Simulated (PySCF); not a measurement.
Isomers of C8H11F, one GFN2-xTB conformer each. Single-point energies are computed at PBE0/pcSseg-1 (PySCF, gas phase, no added dispersion term), electronic only.

Task: Rank them by PBE0/pcSseg-1 energy, lowest first (kcal/mol).
A. `[F:1][CH2:2][CH2:3][CH:4]1[CH:5]=[CH:6][CH2:7][CH:8]=[CH:9]1` with F1–C2–C3–C4 180°, C2–C3–C4–C5 62°
B. `[CH3:1][CH2:2][C@@H:3]1[C@H:4]2[CH:5]=[C:6]([F:7])[CH2:8][C@@H:9]12` with C1–C2–C3–C4 154°
C. `[C@@H]1(F)C(/C(=C/C)C1)=C\C`
D. `[CH2:1]=[C:2]=[C:3]1[CH2:4][CH2:5][CH2:6][C@H:7]1[CH2:8][F:9]` with C6–C7–C8–F9 -69°, C2–C3–C4–C5 168°, C3–C4–C5–C6 31°, C4–C5–C6–C7 -38°, C5–C6–C7–C8 -88°

Result: A (0.0), B (3.5), D (13.9), C (15.4).

As drawn, the highest has a four-membered ring, which the lowest lacks. Neighbours under 2.5 kcal/mol apart (C=C=C1CCC[C@H]1CF and C/C=C1/C(=C/C)C[C@@H]1F) can change places with a better method, another conformer or zero-point energy. GFN2-xTB itself gives, in the same order: 5.4, 0.0, 13.6, 15.2. GFN2-xTB puts CC[C@@H]1[C@H]2C=C(F)C[C@H]21 lowest instead; measured from each level's own lowest isomer, the values differ by up to 5.4 kcal/mol (FCCC1C=CCC=C1: 5.4 against 0.0).

Task: Which frontier levels, dipoles and rotational constants go with these structures?

Result: 
```
                       SMILES  HOMO (eV, PBE0/pcSseg-1)  LUMO (eV)  dipole (D)       A, B, C (MHz)
                FCCC1C=CCC=C1                     -6.96       0.20        2.14  2898, 997.8, 962.8
CC[C@@H]1[C@H]2C=C(F)C[C@H]21                     -6.50       0.59        1.87  4253, 885.3, 821.3
            C=C=C1CCC[C@H]1CF                     -7.08       0.25        1.74   2005, 1333, 878.8
      C/C=C1/C(=C/C)C[C@@H]1F                     -6.29      -0.97        1.78   2573, 1071, 789.9
```
